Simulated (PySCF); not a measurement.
## Partial charges of `C#C[C@@H]1CSC[C@@H](F)[SiH2]1`

Species: C₆H₉FSSi.
Cartesian coordinates in Å at the GFN2-xTB level; atoms count from 1:
```
atom  x, y, z in Å
C1     3.3916   -0.6772   -1.0089
C2     2.3575   -0.4733   -0.4411
C3     1.0946   -0.2549    0.2262
C4     0.2072   -1.4948    0.0830
S5    -1.2717   -1.3928    1.1386
C6    -2.2284   -0.1194    0.2512
C7    -1.5832    1.2559    0.2285
F8    -1.5598    1.7768    1.5153
Si9    0.2121    1.2955   -0.4693
H10    4.3081   -0.8498   -1.4885
H11    1.2990   -0.1098    1.2938
H12   -0.1131   -1.6464   -0.9495
H13    0.7338   -2.3892    0.4199
H14   -2.3876   -0.4616   -0.7723
H15   -3.1843   -0.0853    0.7761
H16   -2.2390    1.9305   -0.3382
H17    0.8526    2.5218   -0.0084
H18    0.1018    1.1802   -1.9280
```

Density: PBE0/pcSseg-1 (PySCF); schemes: Mulliken, IAO, Hirshfeld and ESP-fitted. Geometry: GFN2-xTB, one conformer, isolated molecule.

Question: Which atoms carry the highest charge in the Mulliken, IAO, Hirshfeld and ESP-fitted schemes?

Answer: The schemes don't all agree: Mulliken Si9 (+0.719); IAO Si9 (+0.760); Hirshfeld Si9 (+0.342); ESP-fitted C3 (+0.489).

Question: For which atoms does the sign change between the 4 schemes (beyond +0.03 e in one, beyond −0.03 e in another)?

Answer: C2, C3, S5 and C7.

Question: Tabulate the Mulliken, IAO, Hirshfeld and ESP-fitted charges.

Answer: In e:

```json
{"atom": "C1", "environment": "terminal alkyne carbon", "Mulliken": "-0.410", "IAO": "-0.260", "Hirshfeld": "-0.125", "ESP-fitted": "-0.346"}
{"atom": "C2", "environment": "alkyne carbon", "Mulliken": "+0.323", "IAO": "-0.032", "Hirshfeld": "-0.043", "ESP-fitted": "-0.283"}
{"atom": "C3", "environment": "sp3 carbon bound to silicon", "Mulliken": "-0.534", "IAO": "-0.391", "Hirshfeld": "-0.102", "ESP-fitted": "+0.489"}
{"atom": "C4", "environment": "sp3 carbon bound to sulfur", "Mulliken": "-0.291", "IAO": "-0.329", "Hirshfeld": "-0.069", "ESP-fitted": "-0.502"}
{"atom": "S5", "environment": "sulfide sulfur", "Mulliken": "+0.015", "IAO": "+0.073", "Hirshfeld": "-0.004", "ESP-fitted": "-0.151"}
{"atom": "C6", "environment": "sp3 carbon bound to sulfur", "Mulliken": "-0.338", "IAO": "-0.355", "Hirshfeld": "-0.084", "ESP-fitted": "-0.450"}
{"atom": "C7", "environment": "sp3 C–F carbon", "Mulliken": "-0.065", "IAO": "-0.086", "Hirshfeld": "-0.029", "ESP-fitted": "+0.189"}
{"atom": "F8", "environment": "alkyl fluorine", "Mulliken": "-0.334", "IAO": "-0.327", "Hirshfeld": "-0.122", "ESP-fitted": "-0.253"}
{"atom": "Si9", "environment": "SiH2 silicon", "Mulliken": "+0.719", "IAO": "+0.760", "Hirshfeld": "+0.342", "ESP-fitted": "+0.210"}
{"atom": "H10", "environment": "alkyne hydrogen", "Mulliken": "+0.038", "IAO": "+0.201", "Hirshfeld": "+0.090", "ESP-fitted": "+0.290"}
{"atom": "H11", "environment": "methine hydrogen", "Mulliken": "+0.190", "IAO": "+0.182", "Hirshfeld": "+0.052", "ESP-fitted": "+0.018"}
{"atom": "H12", "environment": "methylene hydrogen", "Mulliken": "+0.157", "IAO": "+0.145", "Hirshfeld": "+0.041", "ESP-fitted": "+0.185"}
{"atom": "H13", "environment": "methylene hydrogen", "Mulliken": "+0.175", "IAO": "+0.170", "Hirshfeld": "+0.050", "ESP-fitted": "+0.239"}
{"atom": "H14", "environment": "methylene hydrogen", "Mulliken": "+0.155", "IAO": "+0.150", "Hirshfeld": "+0.046", "ESP-fitted": "+0.162"}
{"atom": "H15", "environment": "methylene hydrogen", "Mulliken": "+0.170", "IAO": "+0.170", "Hirshfeld": "+0.051", "ESP-fitted": "+0.250"}
{"atom": "H16", "environment": "methine hydrogen", "Mulliken": "+0.133", "IAO": "+0.145", "Hirshfeld": "+0.042", "ESP-fitted": "+0.068"}
{"atom": "H17", "environment": "Si–H hydrogen", "Mulliken": "-0.050", "IAO": "-0.097", "Hirshfeld": "-0.063", "ESP-fitted": "-0.058"}
{"atom": "H18", "environment": "Si–H hydrogen", "Mulliken": "-0.053", "IAO": "-0.118", "Hirshfeld": "-0.072", "ESP-fitted": "-0.056"}
```

Mean size of the charges over all atoms: ESP-fitted 0.233 e, Mulliken 0.231 e, IAO 0.222 e, Hirshfeld 0.079 e. Each set sums to the total charge, 0, to within 0.001 e. The Hirshfeld scheme weights the molecular density at each point by an atom's share of the summed free-atom densities. The IAO scheme projects the occupied orbitals on a minimal set of polarised atomic orbitals and counts the electrons in each atom's part of it.

Question: How closely do the schemes follow one another over all atoms?

Answer: Correlation coefficient and root-mean-square difference: IAO with Hirshfeld 0.96, 0.177 e; Mulliken with IAO 0.93, 0.108 e; Mulliken with Hirshfeld 0.86, 0.210 e; IAO with ESP-fitted 0.49, 0.277 e; Hirshfeld with ESP-fitted 0.49, 0.240 e; Mulliken with ESP-fitted 0.33, 0.329 e.

Question: Sum the charges by element, for elements with more than one atom.

Answer: 
```csv
element,atoms,Mulliken,IAO,Hirshfeld,ESP-fitted
C,6,-1.315,-1.455,-0.452,-0.904
H,9,+0.914,+0.948,+0.236,+1.097
```

Question: How many electrons does the Mulliken scheme count on C4?

Answer: Z − q = 6 − (-0.291) = 6.291.
